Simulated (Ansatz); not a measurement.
**Nudged elastic band run: BrH₅Sn**

Input:

```yaml
crystal:
  periodic: [false, false, false]
  atoms:
    - { symbol: Sn, position_ang: [0.352061, 0.0, -0.197318] }
    - { symbol: H, position_ang: [0.158874, 0.0, 1.510033] }
    - { symbol: H, position_ang: [2.022806, 0.0, -0.567178] }
    - { symbol: H, position_ang: [-0.388731, 1.399477, -0.839643] }
    - { symbol: H, position_ang: [-0.388731, -1.399477, -0.839643] }
    - { symbol: Br, position_ang: [-3.442279, 0.0, 1.989032] }
    - { symbol: H, position_ang: [-2.065698, 0.0, 2.352816] }
basis:
  gaussian: { orbitals: def2-SVP }
hamiltonian:
  xc: pbe0
neb:
  order_check: false
  images: 5
  f_tol: 0.5
  max_iterations: 60
  final_atoms:
    - { symbol: Sn, position_ang: [-0.43203908, 8.9e-07, -0.8059851] }
    - { symbol: H, position_ang: [-0.05749729, -3.31e-06, 3.67466067] }
    - { symbol: H, position_ang: [0.8628318, 2.86e-06, 0.30603999] }
    - { symbol: H, position_ang: [-0.4781364, 1.4185909, -1.75492179] }
    - { symbol: H, position_ang: [-0.4781367, -1.4185921, -1.75491817] }
    - { symbol: Br, position_ang: [-2.53084084, 2.94e-06, 0.56218093] }
    - { symbol: H, position_ang: [-0.63787949, -2.18e-06, 3.18104246] }
  initial_path:
    images:
      - { positions_ang: [[0.352061, 0.0, -0.197318], [0.158874, 0.0, 1.510033], [2.022806, 0.0, -0.567178], [-0.388731, 1.399477, -0.839643], [-0.388731, -1.399477, -0.839643], [-3.442279, 0.0, 1.989032], [-2.065698, 0.0, 2.352816]] }
      - { positions_ang: [[0.23864656, 0.0, -0.12710044], [0.09271348, 0.0, 1.70758931], [1.90399642, 0.0, -0.55329113], [-0.52354662, 1.40625133, -0.75511333], [-0.52354662, -1.40625133, -0.75511333], [-3.21231095, 0.0, 1.6116467], [-1.72765026, 0.0, 2.27948123]] }
      - { positions_ang: [[0.12523212, 0.0, -0.05688288], [0.02655296, 0.0, 1.90514561], [1.78518684, 0.0, -0.53940427], [-0.65836224, 1.41302567, -0.67058367], [-0.65836224, -1.41302567, -0.67058367], [-2.98234291, 0.0, 1.23426139], [-1.38960253, 0.0, 2.20614647]] }
      - { positions_ang: [[0.01181767, 0.0, 0.01333469], [-0.03960755, 0.0, 2.10270192], [1.66637726, 0.0, -0.5255174], [-0.79317787, 1.4198, -0.586054], [-0.79317787, -1.4198, -0.586054], [-2.75237486, 0.0, 0.85687609], [-1.05155479, 0.0, 2.1328117]] }
      - { positions_ang: [[-0.13613458, 3.0e-07, -0.25977191], [-0.0455708, -1.1e-06, 2.62668817], [1.39852877, 9.5e-07, -0.24833161], [-0.68816404, 1.41939697, -0.97567659], [-0.68816414, -1.41939737, -0.97567539], [-2.67853019, 9.8e-07, 0.75864437], [-0.91366302, -7.3e-07, 2.48222195]] }
      - { positions_ang: [[-0.28408683, 6.0e-07, -0.5328785], [-0.05153405, -2.2e-06, 3.15067442], [1.13068029, 1.9e-06, 0.02885419], [-0.58315022, 1.41899393, -1.36529919], [-0.58315042, -1.41899473, -1.36529678], [-2.60468551, 1.96e-06, 0.66041265], [-0.77577125, -1.45e-06, 2.83163221]] }
      - { positions_ang: [[-0.43203908, 8.9e-07, -0.8059851], [-0.05749729, -3.31e-06, 3.67466067], [0.8628318, 2.86e-06, 0.30603999], [-0.4781364, 1.4185909, -1.75492179], [-0.4781367, -1.4185921, -1.75491817], [-2.53084084, 2.94e-06, 0.56218093], [-0.63787949, -2.18e-06, 3.18104246]] }
```

Run as:

```bash
$ ansatz run input.yaml --threads 1 --pin off --max-ram 2048MiB --backend cpu --events-out ev --progress --plain --runs-dir out
```

Output, in part (warnings, iteration lines, the closing report on the highest movable image, with atoms numbered from 0):

```
NEB end point (image 0): max|allowed force component| = 1.661e-2 eV/Å (the criterion of neb.relax_end_points is 1.000e-1)
NEB end point (image 6): max|allowed force component| = 2.434e-3 eV/Å (the criterion of neb.relax_end_points is 1.000e-1)
NEB iter   1: max|band force component| = 4.984e0 eV/Å  barrier→ = 2.2255 eV  barrier← = 2.9507 eV  Δτ_max = 0.2000 Å  (177 SCF iters)
NEB iter   2: max|band force component| = 1.789e0 eV/Å  barrier→ = 1.4920 eV  barrier← = 2.2172 eV  Δτ_max = 0.2000 Å  (144 SCF iters)
NEB iter   3: max|band force component| = 2.172e0 eV/Å  barrier→ = 1.0875 eV  barrier← = 1.8127 eV  Δτ_max = 0.1009 Å  (136 SCF iters)
NEB iter   4: max|band force component| = 7.741e-1 eV/Å  barrier→ = 0.8509 eV  barrier← = 1.5760 eV  Δτ_max = 0.1995 Å  (133 SCF iters)
NEB iter   5: max|band force component| = 1.219e0 eV/Å  barrier→ = 0.8102 eV  barrier← = 1.5354 eV  CI = image 2  Δτ_max = 0.2000 Å  (128 SCF iters)
NEB iter   6: max|band force component| = 2.262e0 eV/Å  barrier→ = 1.1823 eV  barrier← = 1.9075 eV  CI = image 2  Δτ_max = 0.1010 Å  (125 SCF iters)
NEB iter   7: max|band force component| = 1.804e0 eV/Å  barrier→ = 1.2721 eV  barrier← = 1.9973 eV  CI = image 2  Δτ_max = 0.1667 Å  (133 SCF iters)
NEB iter   8: max|band force component| = 7.313e-1 eV/Å  barrier→ = 1.2525 eV  barrier← = 1.9776 eV  CI = image 2  Δτ_max = 0.1157 Å  (128 SCF iters)
NEB iter   9: max|band force component| = 5.213e-1 eV/Å  barrier→ = 1.1721 eV  barrier← = 1.8973 eV  CI = image 2  Δτ_max = 0.0606 Å  (124 SCF iters)
NEB iter  10: max|band force component| = 1.422e-1 eV/Å  barrier→ = 1.1690 eV  barrier← = 1.8942 eV  CI = image 2  Δτ_max = 0.0000 Å  (255 SCF iters)
Total energy: -75940.36507215 eV, -2790.7569421734 hartree
Atom 0 at    -0.167142     0.000000    -0.131445 Å, force    -0.060256     0.000000    -0.001467 eV/Å
Atom 1 at    -0.060715    -0.000001     1.863338 Å, force     0.135218    -0.000000    -0.068604 eV/Å
Atom 2 at     1.554964     0.000000    -0.006266 Å, force     0.042848    -0.000000     0.000760 eV/Å
Atom 3 at    -0.674995     1.483252    -0.795585 Å, force     0.002846    -0.052122     0.051161 eV/Å
Atom 4 at    -0.674995    -1.483252    -0.795583 Å, force     0.002846     0.052122     0.051161 eV/Å
Atom 5 at    -2.749919     0.000000     1.382040 Å, force    -0.010184    -0.000000    -0.032645 eV/Å
Atom 6 at    -0.978895    -0.000001     1.891601 Å, force    -0.113318     0.000000    -0.000365 eV/Å
Dipole moment:     0.762372    -0.000000    -0.398425 e Å
```

The forces met the threshold. The threshold of 0.5 eV/Å is loose, so the images may lie well off the minimum-energy path. Another band between the same ends (5 images) ends at a top of the same energy, where a vibrational analysis finds 1 clearly imaginary mode. The orbitals stay closed-shell, which can raise the energy where a bond breaks towards radicals; this wasn't checked here.

Final band (atoms are numbered from 1 in the order of the input):

| image | path coordinate (Å) | energy (eV) | Sn1–H2 (Å) | Br6–H7 (Å) | Sn1–Br6 (Å) |
| --- | --- | --- | --- | --- | --- |
| 0 | 0.00 | 0.00 | 1.72 | 1.42 | 4.38 |
| 1 | 0.97 | 0.11 | 1.74 | 1.45 | 3.63 |
| 2 | 1.94 | 1.17 | 2.00 | 1.84 | 2.99 |
| 3 | 2.73 | 0.23 | 2.47 | 2.26 | 2.63 |
| 4 | 3.52 | -0.48 | 3.04 | 2.56 | 2.52 |
| 5 | 4.31 | -0.70 | 3.76 | 2.92 | 2.51 |
| 6 | 5.10 | -0.73 | 4.50 | 3.23 | 2.51 |

Time of the run: 120 s on 1 thread of Intel(R) Xeon(R) 6975P-C (Granite Rapids), on a shared host, peak memory 0.2 GiB.
